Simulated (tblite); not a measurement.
Run record: tight-binding relaxation, `[H]/N=[C]/c1ccc(F)cc1` [radical].

Computed with GFN2-xTB geometry optimisation, gas phase (tblite 0.8.0). Start geometry: from a force field or distance geometry. A driver script takes a list of jobs; this job's settings line and coordinates (Å) are shown.

Command:
```bash
OMP_NUM_THREADS=1 python probes_run.py task.json out
```

Input:
```
{"job": {"kind": "relax", "xc": "GFN2-xTB", "basis": "xTB"}, "charge": 0, "multiplicity": 2}
N      3.354400    -0.495700     0.330300
C      2.188600    -0.322000     0.182700
C      0.795000    -0.127000     0.026400
C      0.288100     1.169200    -0.231800
C     -1.085300     1.357300    -0.377000
C     -1.952900     0.271500    -0.301400
F     -3.263700     0.465900    -0.456800
C     -1.459400    -1.004900    -0.051700
C     -0.088000    -1.212800     0.106700
H      3.621200    -0.402600     1.318900
H      0.963100     2.008500    -0.295600
H     -1.487900     2.346400    -0.575600
H     -2.164200    -1.841200     0.014000
H      0.290400    -2.213000     0.288900
```

**Question.** Estimate the output.

**Answer.** 
```
step      E/eV     max force
  0    -682.54148    5.462
  1    -682.45826    7.282
  2    -682.75047    1.047
  3    -682.77230    0.650
  4    -682.79629    0.565
  5    -682.80598    0.233
  6    -682.80934    0.266
  7    -682.81370    0.302
  8    -682.81913    0.266
  9    -682.82495    0.227
... (26 lines left out)
 36    -682.85723    0.037
 37    -682.85742    0.049
 38    -682.85766    0.064
 39    -682.85780    0.043
 40    -682.85786    0.015
 41    -682.85788    0.011
 42    -682.85790    0.016
 43    -682.85791    0.018
 44    -682.85793    0.010
 45    -682.85793    0.006
```

«max force» is the largest atomic force in eV/Å.

**Question.** From which step on does the largest force stay under 0.1 eV/Å, and how much energy is left to gain from there?

**Answer.** From step 19 (0.070 eV/Å), 8.1 meV above the end.

Main results: energy lowered by 7.3 kcal/mol over 45 steps; largest atomic force 0.006 eV/Å at the end.

**Question.** Where do the atoms end?

**Answer.** 0.127 Å rms from the input after alignment:
```
atom  x, y, z in Å
N1     3.2839   -0.4851    0.3072
C2     2.0907   -0.2839    0.3735
C3     0.7828   -0.1125    0.0978
C4     0.2581    1.1872   -0.1815
C5    -1.0818    1.3609   -0.4012
C6    -1.9355    0.2639   -0.3427
F7    -3.2591    0.4474   -0.5570
C8    -1.4647   -1.0164   -0.0690
C9    -0.1281   -1.2124    0.1525
H10    3.9050   -0.4728    1.1101
H11    0.9372    2.0240   -0.2237
H12   -1.4874    2.3368   -0.6178
H13   -2.1597   -1.8407   -0.0351
H14    0.2580   -2.1970    0.3647
```

The run took 0.26 s on an Arm Neoverse V1 with one thread, shared host.
Labels such as C1 count atoms from 1, the log's own numbers from 0.
